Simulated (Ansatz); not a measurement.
One geometry of SeBr2⁺, several levels of theory.

```yaml
crystal:
  periodic: [false, false, false]
  atoms:
    - {symbol: Se, position_ang: [0.004663, -0.006311, -0.898023]}
    - {symbol: Br, position_ang: [1.816620, -0.019586, 0.458617]}
    - {symbol: Br, position_ang: [-1.821284, 0.025898, 0.439406]}
basis:
  gaussian: {orbitals: def2-TZVP, initial_orbitals: start.molden}
total_charge: 1
magnetization: {spin_polarized: true, initial_magnetization: 1}
hamiltonian: {xc: pbe0, dispersion: d4}
scf: {omitted_lower_state_checks: [starts]}
output: {orbitals: {seedname: orbitals}}
```

The file start.molden holds the orbitals of an earlier run on this structure, at another level or in another basis.

```sh
$ ansatz run in.yaml --threads 4 --pin off --events-out ev --progress --plain --max-ram 3916MiB
```

Shortened log:

```
Functional definition: PBE0
984 factors; integrals over basis functions are off by at most 6.1e-4 eV
mean field evaluation 1: about -205409.8743 eV, gradient 9.8e0 eV
mean field evaluation 2: about -205409.9966 eV, gradient 2.2e-1 eV
mean field evaluation 4: about -205410.0890 eV, gradient 4.7e-3 eV
mean field evaluation 8: about -205410.0890 eV, gradient 3.7e-5 eV
mean field -205410.08898657 eV, -7548.6815382976 hartree, gradient 3.7e-5 eV, S^2 0.753962; 0 other end points of the search recorded, 0 dependent functions left out
reference -205410.08901023 eV, -7548.6815391668 hartree; 52, 51 occupied and 92, 93 virtual orbitals, 984 factors
Total energy: -205410.18222154 eV, -7548.6849646194 hartree
Checks for a lower state left out: starts
```

Hardware: 4 threads of Intel Xeon on a shared host. Wall time 13 s.

The first input with `hamiltonian: {xc: pbe, dispersion: d4}` (abridged; 5.5 s):

```
Functional definition: PBE
mean field -205403.63661626 eV, -7548.4444180622 hartree, gradient 2.5e-5 eV, S^2 0.751607
Total energy: -205403.74603439 eV, -7548.4484391042 hartree
Checks for a lower state left out: starts
```

Geometry: PBE-D4/def2-TZVP.
